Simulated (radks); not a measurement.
Values are calculated unless marked as measured or tabulated.
The nuclear charge of the potassium ion K2+ is varied continuously with 17 electrons held in [Ne] 3s2 3p5. Level of theory: non-relativistic Kohn-Sham, PBE, spin-unpolarised, spherical densities, point nucleus (a radial shooting solver on a logarithmic mesh with Libxc functionals). By the Hellmann-Feynman theorem dE/dZ = E(electron-nucleus)/Z, the electronic potential at the nucleus.

Z     E (hartree)  E(electron-nucleus)/Z (hartree)  HOMO  e(HOMO) (eV)  <r> HOMO (bohr)
18     -526.75542                         -69.2082    3p       -22.132            1.554
18.5   -561.96219                         -71.6182    3p       -30.244            1.447
19     -598.37307                         -74.0249    3p       -39.213            1.355
19.5   -635.98661                         -76.4289    3p       -49.018            1.276
20     -674.80165                         -78.8309    3p       -59.647            1.207

The central difference of E at Z = 19 is -74.024 hartree, to compare with the third column; the second derivative is -4.81 hartree.
